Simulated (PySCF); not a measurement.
PySCF input (MN15/def2-TZVPD):

```python
from pyscf import gto, scf, dft

mol = gto.M(
    atom='''
    Ca   -0.00000000   -0.00000000   -0.58396168
    F     0.00000000    0.00000000    1.29769263
    ''',
    basis='def2-tzvpd',
    charge=1,
    spin=0,
    verbose=4,
)

mf = dft.RKS(mol, xc='mn15').density_fit(auxbasis='def2-universal-jkfit')
mf.grids.level = 4
mf.conv_tol = 1e-9
mf.max_cycle = 100
mf.max_memory = 1500
mf.kernel()
if not mf.converged:
    mf = mf.newton()
    mf.kernel(mf.make_rdm1())
mf.analyze()
```

End of the output:

```
Extra cycle  E= -777.183809483819  delta_E= 2.27e-13  |g|= 6.15e-07  |ddm|= 4.42e-06
converged SCF energy = -777.183809483819
**** SCF Summaries ****
Total Energy =                        -777.183809483819005
Nuclear Repulsion Energy =              50.621358800809695
One-electron Energy =                -1163.069167482233297
Two-electron Energy =                  335.263999197604505
Two-electron Coulomb Energy =          381.648384489829652
DFT Exchange-Correlation Energy =      -46.384385292225161
HOMO-LUMO gap [eV] =                    10.101089147581328
**** MO energy ****
MO #1   energy= -144.156800013166  occ= 2
MO #2   energy= -24.3691763163022  occ= 2
MO #3   energy= -15.209125471348   occ= 2
MO #4   energy= -12.6952808029076  occ= 2
MO #5   energy= -12.6952808029074  occ= 2
MO #6   energy= -12.6917905335911  occ= 2
MO #7   energy= -2.05199360187417  occ= 2
MO #8   energy= -1.4002655275768   occ= 2
MO #9   energy= -1.36809855034223  occ= 2
MO #10  energy= -1.36809855034218  occ= 2
MO #11  energy= -1.24355605826244  occ= 2
MO #12  energy= -0.590191350715887 occ= 2
MO #13  energy= -0.585728258317059 occ= 2
MO #14  energy= -0.585728258317035 occ= 2
MO #15  energy= -0.214520075824708 occ= 0
MO #16  energy= -0.164390803881774 occ= 0
MO #17  energy= -0.164366845257967 occ= 0
MO #18  energy= -0.154135200014778 occ= 0
MO #19  energy= -0.154135200014763 occ= 0
MO #20  energy= -0.14770651174507  occ= 0
MO #21  energy= -0.105498649557257 occ= 0
MO #22  energy= -0.105498649557183 occ= 0
MO #23  energy= -0.0518127908359515 occ= 0
MO #24  energy= -0.0408518987213167 occ= 0
MO #25  energy= 0.00365551657771923 occ= 0
MO #26  energy= 0.00365551657781345 occ= 0
MO #27  energy= 0.0399830582074933 occ= 0
MO #28  energy= 0.0576919318362316 occ= 0
MO #29  energy= 0.0576919318362567 occ= 0
MO #30  energy= 0.067976324090196  occ= 0
MO #31  energy= 0.0681551627556998 occ= 0
MO #32  energy= 0.0820686964234966 occ= 0
MO #33  energy= 0.120284172052337  occ= 0
MO #34  energy= 0.130553201429946  occ= 0
MO #35  energy= 0.130553201430006  occ= 0
MO #36  energy= 0.278753491477211  occ= 0
MO #37  energy= 0.40011984247743   occ= 0
MO #38  energy= 0.400140197380046  occ= 0
MO #39  energy= 0.528885153970512  occ= 0
MO #40  energy= 0.528885153970527  occ= 0
MO #41  energy= 0.545966880752622  occ= 0
MO #42  energy= 0.635262822474989  occ= 0
MO #43  energy= 0.63526282247505   occ= 0
MO #44  energy= 0.716476066302128  occ= 0
MO #45  energy= 0.734832175340851  occ= 0
MO #46  energy= 0.734832175340934  occ= 0
MO #47  energy= 0.8395147134026    occ= 0
MO #48  energy= 1.04049349981921   occ= 0
MO #49  energy= 1.11722559681691   occ= 0
MO #50  energy= 1.11724271238094   occ= 0
MO #51  energy= 1.2386426539621    occ= 0
MO #52  energy= 1.23864265396212   occ= 0
MO #53  energy= 1.25824527425414   occ= 0
MO #54  energy= 1.63832970559834   occ= 0
MO #55  energy= 2.14380093857967   occ= 0
MO #56  energy= 2.14380593382402   occ= 0
MO #57  energy= 2.18568024473099   occ= 0
MO #58  energy= 2.18568024473102   occ= 0
MO #59  energy= 2.42065015256547   occ= 0
MO #60  energy= 3.15909252748578   occ= 0
MO #61  energy= 3.1590925274858    occ= 0
MO #62  energy= 3.31821285431238   occ= 0
MO #63  energy= 3.92986696573483   occ= 0
MO #64  energy= 6.63406382009987   occ= 0
MO #65  energy= 6.6341747943559    occ= 0
MO #66  energy= 6.64417341355869   occ= 0
MO #67  energy= 6.6441734135587    occ= 0
MO #68  energy= 6.65274286852794   occ= 0
MO #69  energy= 6.65274286852798   occ= 0
MO #70  energy= 6.73332284834634   occ= 0
MO #71  energy= 8.15231937555967   occ= 0
MO #72  energy= 8.15252084186869   occ= 0
MO #73  energy= 8.18519893195826   occ= 0
MO #74  energy= 8.18519893195838   occ= 0
MO #75  energy= 8.28318558588089   occ= 0
MO #76  energy= 54.554777804787    occ= 0
 ** Mulliken pop on meta-lowdin orthogonal AOs  **
 ** Mulliken pop  **
pop of  0 Ca 1s           1.99999
pop of  0 Ca 2s           1.99940
pop of  0 Ca 3s           1.99899
pop of  0 Ca 4s           0.04764
pop of  0 Ca 5s           0.00088
pop of  0 Ca 6s           0.00107
pop of  0 Ca 2px          1.99997
pop of  0 Ca 2py          1.99997
pop of  0 Ca 2pz          1.99996
pop of  0 Ca 3px          1.99953
pop of  0 Ca 3py          1.99953
pop of  0 Ca 3pz          1.99740
pop of  0 Ca 4px          0.00056
pop of  0 Ca 4py          0.00056
pop of  0 Ca 4pz          0.00097
pop of  0 Ca 5px          0.00066
pop of  0 Ca 5py          0.00066
pop of  0 Ca 5pz          0.00035
pop of  0 Ca 6px          0.00007
pop of  0 Ca 6py          0.00007
pop of  0 Ca 6pz          0.00042
pop of  0 Ca 3dxy         0.00000
pop of  0 Ca 3dyz         0.03044
pop of  0 Ca 3dz^2        0.07391
pop of  0 Ca 3dxz         0.03044
pop of  0 Ca 3dx2-y2      0.00000
pop of  0 Ca 4dxy         0.00000
pop of  0 Ca 4dyz         0.00482
pop of  0 Ca 4dz^2        0.00321
pop of  0 Ca 4dxz         0.00482
pop of  0 Ca 4dx2-y2      0.00000
pop of  0 Ca 5dxy         0.00000
pop of  0 Ca 5dyz         0.00182
pop of  0 Ca 5dz^2        0.00237
pop of  0 Ca 5dxz         0.00182
pop of  0 Ca 5dx2-y2      0.00000
pop of  1 F 1s            1.99987
pop of  1 F 2s            1.95281
pop of  1 F 3s            0.00406
pop of  1 F 4s            0.00007
pop of  1 F 5s            0.00090
pop of  1 F 6s            0.00076
pop of  1 F 2px           1.94384
pop of  1 F 2py           1.94384
pop of  1 F 2pz           1.90560
pop of  1 F 3px           0.00800
pop of  1 F 3py           0.00800
pop of  1 F 3pz           0.00168
pop of  1 F 4px           0.00003
pop of  1 F 4py           0.00003
pop of  1 F 4pz           0.00238
pop of  1 F 5px           0.00192
pop of  1 F 5py           0.00192
pop of  1 F 5pz           0.00156
pop of  1 F 3dxy          0.00000
pop of  1 F 3dyz          0.00322
pop of  1 F 3dz^2         0.00278
pop of  1 F 3dxz          0.00322
pop of  1 F 3dx2-y2       0.00000
pop of  1 F 4dxy          0.00000
pop of  1 F 4dyz          0.00308
pop of  1 F 4dz^2         0.00083
pop of  1 F 4dxz          0.00308
pop of  1 F 4dx2-y2       0.00000
pop of  1 F 5dxy          0.00000
pop of  1 F 5dyz          0.00204
pop of  1 F 5dz^2         0.00008
pop of  1 F 5dxz          0.00204
pop of  1 F 5dx2-y2       0.00000
pop of  1 F 4f-3          0.00000
pop of  1 F 4f-2          0.00000
pop of  1 F 4f-1          0.00002
pop of  1 F 4f+0          0.00004
pop of  1 F 4f+1          0.00002
pop of  1 F 4f+2          0.00000
pop of  1 F 4f+3          0.00000
 ** Mulliken atomic charges  **
charge of    0Ca =      1.79771
charge of    1F =     -0.79771

WARN: System has nonzero charge 1; the dipole moment is origin-dependent.
Location of origin: [0. 0. 0.]

Dipole moment(X, Y, Z, Debye):  0.00000, -0.00000, -8.38448
```
